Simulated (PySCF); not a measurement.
# Pd⁴⁵⁺ (palladium, charge +45) across methods

1s1, 2S determinant. Computed with PySCF 2.14 in an uncontracted even-tempered set (17 s from 83 bohr⁻², ratio 2.2; 7 p from 130 bohr⁻², ratio 2.4; 4 d from 380 bohr⁻², ratio 2.4; 3 f from 560 bohr⁻², ratio 2.4; 3 g from 850 bohr⁻², ratio 2.4), with the spin-free X2C one-electron Hamiltonian (Gaussian nucleus).

| method | E (hartree) | mean ε 1s α (eV) | Σ⟨r²⟩ (bohr²) | ⟨S²⟩ |
| --- | --- | --- | --- | --- |
| UHF | -1089.56748 | -29648.6 | 0.001287 | 0.750 |
| PBE | -1089.39 | -29338.5 | 0.001289 | 0.750 |
| r2SCAN | -1089.63 | -29374.7 | 0.001288 | 0.750 |
| M06-2X | -1089.66 | -29489.5 | 0.001288 | 0.750 |
| MN15 | -1090.85 | -29372.7 | 0.001291 | 0.750 |
| PBE0 | -1089.44 | -29416.1 | 0.001289 | 0.750 |

Q: Estimate the same row for LDA.

A: E (hartree) = -1087.51; mean ε 1s α (eV) = -29295.6; Σ⟨r²⟩ (bohr²) = 0.001291; ⟨S²⟩ = 0.750.
